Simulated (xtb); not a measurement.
Cl4Ta (SMILES [Cl][Ta]([Cl])([Cl])[Cl]), doublet, geometry from GFN2-xTB (such geometries of metal compounds can be far from the true shape) (the multiplicity is a formal guess); GFN0-xTB (xtb 6.7.1).

Here is a job for xtb.
```
$ xtb mol.xyz --gfn 0 --uhf 1 --ohess --json

# file mol.xyz
5

Ta    -0.00000000    -0.00000000    -0.00000000
Cl     1.36619073    -0.65859833    -1.66508424
Cl     0.04287916     0.60583721     2.16883772
Cl    -0.42428951     2.05293560    -0.82350971
Cl    -0.98478038    -2.00017448     0.31975623
```

Q: Write the output that xtb gives for this input, abridged.

A: 
```
   ID    Z sym.   atoms
    1   73 Ta     1
    2   17 Cl     2-5

           -------------------------------------------------
          |                Calculation Setup                |
           -------------------------------------------------

           -------------------------------------------------
          |                 G F N 0 - x T B                 |
           -------------------------------------------------

          ...................................................
          :                      SETUP                      :
          :.................................................:
          :  # basis functions                  50          :
          :  # atomic orbitals                  45          :
          :  # shells                           15          :
          :  # electrons                        33          :
          :  electronic temp.          300.0000000     K    :
          :  accuracy                    1.0000000          :
          :  -> integral cutoff          0.2500000E+02      :
          :  -> integral neglect         0.1000000E-07      :
          ...................................................

         :::::::::::::::::::::::::::::::::::::::::::::::::::::
         ::                     SUMMARY                     ::
         :::::::::::::::::::::::::::::::::::::::::::::::::::::
         :: total energy             -19.203231766124 Eh    ::
         :: gradient norm              0.021976194063 Eh/a0 ::
         :: HOMO-LUMO gap              1.790247352166 eV    ::
         ::.................................................::
         :: H0 energy                -19.166078697059 Eh    ::
         :: repulsion energy           0.018544560231 Eh    ::
         :: electrostat energy        -0.053612005992 Eh    ::
         :: -> Gsolv                   0.000000000000 Eh    ::
         ::    -> Gsasa                0.000000000000 Eh    ::
         ::    -> Gshift               0.000000000000 Eh    ::
         :: dispersion energy         -0.002085623304 Eh    ::
         :: short-range corr.          0.000000000000 Eh    ::
         :: add. restraining           0.000000000000 Eh    ::
         :: total charge               0.000000000000 e     ::
         :::::::::::::::::::::::::::::::::::::::::::::::::::::

      -----------------------------------------------------------
     |                   =====================                   |
[...]
 * total energy  :   -19.2032318 Eh     change        0.0000000E+00 Eh
 * total energy  :   -19.2046233 Eh     change       -0.1391517E-02 Eh
 * total energy  :   -19.2046531 Eh     change       -0.2977299E-04 Eh
 * total energy  :   -19.2046534 Eh     change       -0.3916193E-06 Eh
   *** GEOMETRY OPTIMIZATION CONVERGED AFTER 4 ITERATIONS ***
         :: total energy             -19.204653448144 Eh    ::
[...]
       7    209.26    -0.61125 ( 99.68%)    -0.63242 (  0.32%)    -0.61132
       8    209.26    -0.61125 ( 99.68%)    -0.63242 (  0.32%)    -0.61132
       9    242.63    -0.53176 ( 99.82%)    -0.58860 (  0.18%)    -0.53186
   ------------------------------------------------------------------------

   temp. (K)  partition function   enthalpy   heat capacity  entropy
                                   cal/mol     cal/K/mol   cal/K/mol   J/K/mol
 298.15  VIB  0.307E+04             3828.316     15.924     27.576
         ROT  0.205E+06              888.752      2.981     27.291
         INT  0.631E+09             4717.069     18.905     54.867
         TR   0.561E+28             1481.254      4.968     43.191
         TOT                        6198.3225    23.8735    98.0583   410.2761

       T/K    H(0)-H(T)+PV         H(T)/Eh          T*S/Eh         G(T)/Eh
   ------------------------------------------------------------------------
    298.15    0.987766E-02    0.126635E-01    0.465907E-01   -0.339272E-01
   ------------------------------------------------------------------------

         :::::::::::::::::::::::::::::::::::::::::::::::::::::
         ::                  THERMODYNAMIC                  ::
         :::::::::::::::::::::::::::::::::::::::::::::::::::::
         :: total free energy         -19.238580618635 Eh   ::
         ::.................................................::
         :: total energy              -19.204653448144 Eh   ::
         :: zero point energy           0.002785854797 Eh   ::
         :: G(RRHO) w/o ZPVE           -0.036713025288 Eh   ::
         :: G(RRHO) contrib.           -0.033927170491 Eh   ::
         :::::::::::::::::::::::::::::::::::::::::::::::::::::

optimized geometry written to: xtbopt.xyz

           -------------------------------------------------
          | TOTAL ENERGY              -19.204653448144 Eh   |
          | TOTAL ENTHALPY            -19.191989937758 Eh   |
          | TOTAL FREE ENERGY         -19.238580618635 Eh   |
          | GRADIENT NORM               0.013200492472 Eh/α |
          | HOMO-LUMO GAP               1.655937426876 eV   |
           -------------------------------------------------
########################################################################
[WARNING] Runtime exception occurred
-1- hessian_numhess: Hessian on incompletely optimized geometry!
########################################################################

normal termination of xtb
```
